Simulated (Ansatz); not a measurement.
Species: H$_{3}$B, SMILES `B` (charge 0, multiplicity 1), formula H3B.

Task: How many basis functions does frozen-core CCSD(T)/cc-pVTZ // CAM-B3LYP-D3(BJ)/def2-TZVP (Ansatz, a first-principles code) use, how many core orbitals are frozen, and how many electrons are correlated?

Result: 72 basis functions and 1 frozen orbitals, which leaves 6 correlated electrons. Core time is of the order of seconds.
